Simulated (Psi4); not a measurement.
C$_{4}$H$_{5}$ (SMILES [CH]=CC=C), doublet (typed; the unrestricted solution is spin-contaminated), geometry from GFN2-xTB; Psi4 1.11 with MP3/pcseg-1.

The Psi4 input:
```
memory 2 GB

molecule mol {
0 2
C     0.600860    1.813513    0.015565
C     0.616104    0.514451    0.003281
C    -0.565259   -0.355802   -0.001915
C    -0.487699   -1.678902   -0.014584
H    -0.112541    2.604878    0.024841
H     1.560762   -0.020559   -0.004168
H    -1.522082    0.147586    0.005267
H     0.459133   -2.193767   -0.021848
H    -1.369306   -2.297694   -0.018172
}

set {
  basis pcseg-1
  reference uhf
}

energy('mp3')
print_variables()
```

Q: What does Psi4 print? Leave out banner, timings and long lists.

A: 
```
    Information: MP3 default algorithm changed to DF in August 2020. Use `set mp_type conv` for previous behavior.
    For method 'MP3', SCF Algorithm Type (re)set to DISK_DF.

   => Loading Basis Set <=

    Name: PCSEG-1
    Role: ORBITAL
    Keyword: BASIS

         ---------------------------------------------------------
                                   SCF
               by Justin Turney, Rob Parrish, Andy Simmonett
                          and Daniel G. A. Smith
                              UHF Reference
         ---------------------------------------------------------

  ==> Geometry <==

    Molecular point group: c1
    Full point group: C1

    Geometry (in Angstrom), charge = 0, multiplicity = 2:

       Center              X                  Y                   Z               Mass
    ------------   -----------------  -----------------  -----------------  -----------------
         C            0.582452119039     1.780597762196     0.015301537443    12.000000000000
         C            0.597696119039     0.481535762196     0.003017537443    12.000000000000
         C           -0.583666880961    -0.388717237804    -0.002178462557    12.000000000000
         C           -0.506106880961    -1.711817237804    -0.014847462557    12.000000000000
         H           -0.130948880961     2.571962762196     0.024577537443     1.007825032230
         H            1.542354119039    -0.053474237804    -0.004431462557     1.007825032230
         H           -1.540489880961     0.114670762196     0.005003537443     1.007825032230
         H            0.440725119039    -2.226682237804    -0.022111462557     1.007825032230
         H           -1.387713880961    -2.330609237804    -0.018435462557     1.007825032230

  Running in c1 symmetry.

  Rotational constants: A =      1.50283  B =      0.15872  C =      0.14356 [cm^-1]
  Rotational constants: A =  45053.59296  B =   4758.19225  C =   4303.67343 [MHz]
  Nuclear repulsion =   97.433230287482033

  Charge       = 0
  Multiplicity = 2
  Electrons    = 29
  Nalpha       = 15
  Nbeta        = 14

  ==> Algorithm <==

  SCF Algorithm Type is DISK_DF.
  DIIS enabled.
  MOM disabled.
  Fractional occupation disabled.
  Guess Type is SAD.
  Energy threshold   = 1.00e-08
  Density threshold  = 1.00e-08
  Integral threshold = 1.00e-12

  ==> Primary Basis <==

  Basis Set: PCSEG-1
    Blend: PCSEG-1
    Number of shells: 39
    Number of basis functions: 81
    Number of Cartesian functions: 85
[...]
  @DF-UHF Final Energy:  -154.24025265565140
    Total Energy =                       -154.2402526556514033
  DIE_IF_NOT_CONVERGED          => (empty)
[...]
 ==============================================================================
 ==============================================================================

	MO spaces...

	 FC   AOCC   BOCC  AVIR   BVIR   FV
	------------------------------------------
	  0    15    14    66     67     0

	Number of basis functions in the DF-CC basis: 262

	Total memory requirement for DF+CC int:     41.05 MB

	Computing DF-MP2 energy ...
	=======================================================================
	Nuclear Repulsion Energy (a.u.)    :    97.43323028748203
	DF-HF Energy (a.u.)                :  -154.24025265565140
	REF Energy (a.u.)                  :  -154.24025265565140
	Alpha-Alpha Contribution (a.u.)    :    -0.06377735992935
	Alpha-Beta Contribution (a.u.)     :    -0.36627896954305
	Beta-Beta Contribution (a.u.)      :    -0.05549330627843
	Scaled_SS Correlation Energy (a.u.):    -0.03975688873593
	Scaled_OS Correlation Energy (a.u.):    -0.43953476345166
	DF-SCS-MP2 Total Energy (a.u.)     :  -154.71954430783902
	DF-SOS-MP2 Total Energy (a.u.)     :  -154.71641531605738
	DF-SCS(N)-MP2 Total Energy (a.u.)  :  -154.45016902817710
	DF-MP2 Correlation Energy (a.u.)   :    -0.48554963575083
	DF-MP2 Total Energy (a.u.)         :  -154.72580229140223
	=======================================================================

	=======================================================================
	================ MP3 FINAL RESULTS ====================================
	=======================================================================
	Nuclear Repulsion Energy (a.u.)    :    97.43323028748203
	SCF Energy (a.u.)                  :  -154.24025265565140
	REF Energy (a.u.)                  :  -154.24025265565140
	Alpha-Alpha Contribution (a.u.)    :    -0.06251397912816
	Alpha-Beta Contribution (a.u.)     :    -0.40781876328964
	Beta-Beta Contribution (a.u.)      :    -0.05364928669562
	3rd Order Energy (a.u.)            :    -0.03843239336260
	DF-MP2.5 Correlation Energy (a.u.) :    -0.50476583243213
	DF-MP2.5 Total Energy (a.u.)       :  -154.74501848808353
	DF-MP3 Correlation Energy (a.u.)   :    -0.52398202911342
	DF-MP3 Total Energy (a.u.)         :  -154.76423468476483
	=======================================================================

  Variable Map:
  ----------------------------------------------------------------------------
[...]
  Array Variable Map:
  ----------------------------------------------------------------------------
[...]
[...]
```
